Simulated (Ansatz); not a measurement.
Gas-phase reaction R1 → P1 + P2, each structure at its B3LYP-D3(BJ)/def2-TZVP stationary point, reached from a drawn start (curvature not checked).
P1: H atom, charge 0, multiplicity 2.
R1, H2O (SMILES O) (charge 0, multiplicity 1):
```xyz
3

O      0.0000     0.0000     0.3896
H      0.0000     0.7650    -0.1949
H      0.0000    -0.7650    -0.1949
```
P2: OH (SMILES [OH]), charge 0, multiplicity 2.

P less R. No zero-point or thermal terms; singlets are restricted closed shells; open shells are unrestricted; no spin–orbit coupling.

Correlated levels freeze the cores.

Codes used: Ansatz (Gaussian orbitals). No computed number here is a measurement.

Problem. What is the computed reaction energy (CCSD(T)/cc-pVQZ)?

Solution. 5.39 eV

Problem. Estimate the reaction energy that B2PLYP/def2-TZVPP returns for this input.

Solution. 5.32 eV

Problem. Estimate the reaction energy that BHLYP/def2-TZVPP returns for this input.

Solution. 5.09 eV

Ansatz is a quantum-chemistry and plane-wave program.
